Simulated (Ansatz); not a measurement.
[GaBr6]3- (GaBr6³⁻). Total charge -3; triplet. Geometry r2SCAN-D4/def2-SVPD, that of the charge -3 singlet; atoms count from 1.

```xyz
7

Ga    0.0000    0.0000    0.0000
Br   -1.7453    1.3901    1.4182
Br    1.7452   -1.3901   -1.4180
Br    0.6605    2.1868   -1.3311
Br   -0.6603   -2.1867    1.3309
Br   -1.8732   -0.5246   -1.7911
Br    1.8732    0.5244    1.7911
```

A multiply charged anion in the gas phase is held together partly by the finite basis. The highest occupied level of the charge -3 triplet lies above zero (up to 9.13 eV). By energy differences it is unbound by 6.79 eV (vertical, against the charge -2 doublet, at PBE-D4/def2-SVP) and held by the finite basis. The gap within one spin of the charge -3 triplet nearly closes, so an electron or hole may be smeared out by delocalisation error. At PBE-D4/def2-SVP a singlet of charge -3 lies 2.91 eV below the triplet at the same geometry.

Estimate the Mulliken populations from the PBE/def2-SVP orbitals of Ansatz.


```json
{"atom": "Ga1", "charge (e)": "0.43", "spin (α − β)": "0.55"}
{"atom": "Br2", "charge (e)": "-0.57", "spin (α − β)": "0.24"}
{"atom": "Br3", "charge (e)": "-0.57", "spin (α − β)": "0.24"}
{"atom": "Br4", "charge (e)": "-0.57", "spin (α − β)": "0.24"}
{"atom": "Br5", "charge (e)": "-0.57", "spin (α − β)": "0.24"}
{"atom": "Br6", "charge (e)": "-0.57", "spin (α − β)": "0.24"}
{"atom": "Br7", "charge (e)": "-0.57", "spin (α − β)": "0.24"}
```
Mulliken values depend strongly on the basis.

Where does the spin sit?

Summed by element: Ga 0.55, Br 1.45, of 2 unpaired in all. Largest on single atoms: Ga1 0.55, Br3 0.24, Br5 0.24.

And the Mayer bond orders between heavy atoms (over 0.3)?

Ga1–Br2 0.44 (2.64 Å); Ga1–Br3 0.44 (2.64 Å); Ga1–Br4 0.44 (2.64 Å); Ga1–Br5 0.44 (2.64 Å); Ga1–Br6 0.44 (2.64 Å); Ga1–Br7 0.44 (2.64 Å).
